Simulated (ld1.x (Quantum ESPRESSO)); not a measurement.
# Te, TM: configuration errors across variants

- Element: Te (Z = 52)
- Generator: ld1.x (Quantum ESPRESSO) 7.5
- Type: norm-conserving Troullier–Martins (Kleinman–Bylander form)
- Functional: PW91
- Relativity: scalar-relativistic
- Frozen core: [Ar] 3d10 4s2
- Valence charge: 22
- Reference configuration: 4p6 4d10 5s2 5p3 (charge +1)
- Partial waves: 5s (bound): rc 1.70 bohr; 4d (bound): rc 0.85 bohr; 4p (bound): rc 0.90 bohr
- Local potential: the p channel
- Core correction: none

Occupied shells without a wave of their own: 5p. They enter only through the test configuration that unscreens the potential.

All-electron excitation energies from the reference (eV): (1) 4p6 4d10 5s2 5p4 -9.785; (2) 4p6 4d10 5s2 5p2 17.999; (3) 4p6 4d10 5s2 5p1 44.992; (4) 4p6 4d10 5s2 5p4.3 -11.267; (5) 4p6 4d10 5s1 5p4 9.868; (6) 4p5 4d10 5s2 5p4 113.163; (7) 4p6 4d10 5s2 5p3.5 -5.861.

For the base: The 5p level has no wave, so the channel is fitted at the deeper level alone: the likely source of the large errors.

On the changes marked as counting shells twice: ld1.x takes every shell without a wave as core, so the model core holds the marked electrons as well and exchange and correlation see them twice. This cancels in the reference configuration, but the file is broken for other ones, and its errors say nothing about a proper core correction.

Tests that are not counted but printed errors over 1 eV. “all radii scaled by about 1.30 (s 2.22, p 1.18, d 1.10 bohr)”: 4p6 4d10 5s2 5p1 (pseudo-atom not self-consistent, printed error -1.5 eV).

1 further variants failed, have other tests or another functional or relativity, and are left out.

A true bound ghost makes a file unfit for plane-wave use even where its test errors are small: the radial tests pick states by their node count and pass the ghost by. Where a test does run into it, the solver fails or the error is huge.

The file “all radii scaled by about 1.30 (s 2.22, p 1.18, d 1.10 bohr)” misses its own reference levels by 0.5 eV.

Errors AE − PS in meV (a dash: test not solved or not reliable):

| change | (1) | (2) | (3) | (4) | (5) | (6) | (7) | bound ghosts |
| --- | --- | --- | --- | --- | --- | --- | --- | --- |
| base | +93 | -147 | -358 | +112 | +113 | +11 | +53 | s |
| all radii scaled by about 1.30 (s 2.22, p 1.18, d 1.10 bohr) | +401 | -614 | – | +483 | +511 | +604 | +226 | s |
| core correction a·sin(br)/r model core inside 0.62 bohr (5p counted twice) | +19 | -242 | -777 | -8.7 | +106 | -38 | +33 | s |

Task: Give the same row for: wave 4p (bound): rc 0.90 bohr becomes 4p (bound): rc 1.02 bohr.

Result: +173, -268, -643, +208, +216, +181, +98; bound ghosts: s.
